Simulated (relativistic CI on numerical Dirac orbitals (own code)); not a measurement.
**Hyperfine structure of Sc¹⁵⁺, mass number 45**

Calculated at this level of theory: Dirac-Coulomb-Breit CI, separate exchange-only KLI orbitals for each configuration, a model potential for QED, unscaled Slater integrals (own radial code, finite nucleus).

CI space (outside the closed core 1s2): 2s2.2p2, 2s.2p3, 2p4, 2p3.3s, 2p3.3p, 2p3.3d, 2s2.2p.3s, 2s2.2p.3p, 2s2.2p.3d, 2s.2p2.3s, 2s.2p2.3p, 2s.2p2.3d, 2s2.2p.4s, 2s2.2p.4p, 2s2.2p.4d, 2s2.2p.4f. Levels of other configurations are missing.

Nuclear spin I = 7/2, μ = 4.754 μN, Q = -0.22 b (tables of Stone and Pyykkö). The electronic factors are computed for point nuclear moments, without core polarisation or the Bohr-Weisskopf and QED corrections.

```tsv
Level	E (cm⁻¹)	A (GHz)	B (GHz)
2s2.2p2 3P_1	22847	-0.0291	-2.8
2s2.2p2 3P_2	45074	27.74	4.53
2s2.2p2 1D_2	125950	31.18	-10.1
2s.2p3 5S°_2	295685	81.9	-0.00725
2s.2p3 3D°_2	539123	53.2	-4.92
2s.2p3 3D°_1	540300	-49.74	-2.63
2s.2p3 3D°_3	544401	83.19	0.0484
2s.2p3 3P°_1	633797	111.7	2.67
```

Levels with J = 0, under 50 % of one LS term, or S terms without an open s electron are left out. Small factors come from cancelling terms and can be off by tens of per cent or more.

At this charge energies of transitions that change n are usually good to better than 1 %, and those within a shell (Δn = 0) to a few per cent.

(1) Give the hyperfine levels of 2s2.2p2 3P_2 relative to its centre of gravity.

## Answers

(1) With K = F(F + 1) − I(I + 1) − J(J + 1), E = AK/2 + B[¾K(K + 1) − I(I + 1)J(J + 1)]/[2I(2I − 1)J(2J − 1)]: F = 3/2: -247.3, F = 5/2: -179.9, F = 7/2: -84.52, F = 9/2: 40.08, F = 11/2: 195.3 GHz.

LS names give the leading component of a level, which can be under half, so a name can repeat, a term be missing and a line seem to break the LS rules.
